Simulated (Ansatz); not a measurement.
H8Si3, charge +1, doublet, at a GFN2-xTB geometry (a state made from the parent by changing its charge; the spin is typed, not shown lowest). Base run: Ansatz (a program for electronic structure) with HF/STO-3G.

Here is a job for Ansatz.
Ansatz 0.2 input:
```yaml
crystal:
  periodic: [false, false, false]
  atoms:
    - {symbol: Si, position_ang: [1.73006259, 0.88617971, -0.01821925]}
    - {symbol: Si, position_ang: [0.21430832, -1.03910606, -0.11847187]}
    - {symbol: Si, position_ang: [-1.93611862, 0.11291389, 0.13212917]}
    - {symbol: H, position_ang: [3.05494759, 0.29289400, -0.13804698]}
    - {symbol: H, position_ang: [1.35438441, 1.72882927, -1.14918317]}
    - {symbol: H, position_ang: [1.47531091, 1.50967649, 1.27664176]}
    - {symbol: H, position_ang: [0.46584425, -2.03082472, 0.92986925]}
    - {symbol: H, position_ang: [0.32388443, -1.79829328, -1.36643948]}
    - {symbol: H, position_ang: [-2.00324331, 1.05008294, -0.98479523]}
    - {symbol: H, position_ang: [-1.86962290, 0.76938187, 1.43401237]}
    - {symbol: H, position_ang: [-2.91703742, -0.96157215, 0.06180881]}
basis:
  gaussian:
    orbitals: STO-3G
hamiltonian:
  xc: hf
total_charge: 1
magnetization: {spin_polarized: true, initial_magnetization: 1}
```

Each row names what was changed in the base input (with any setting that the change needs).

```csv
change,ΔE vs base (kcal/mol)
base,0.000
lower_state_search = full,0.000
fitting.mean_field = cc-pVTZ-JKFIT,-0.111
"point_charge = charge:0.5 position_ang:5.3411, -2.7704, 0.6137",27.70
"point_charge = charge:1.0 position_ang:-2.7957, -2.6998, 4.6565",53.36
lower_state_search = light,0.000
lower_state_search = off,0.000
accuracy = high,-0.009
nuclear_model = gaussian,0.211
forces = on,0.000
fitting.mean_field = def2-universal-JKFIT,-0.509
```
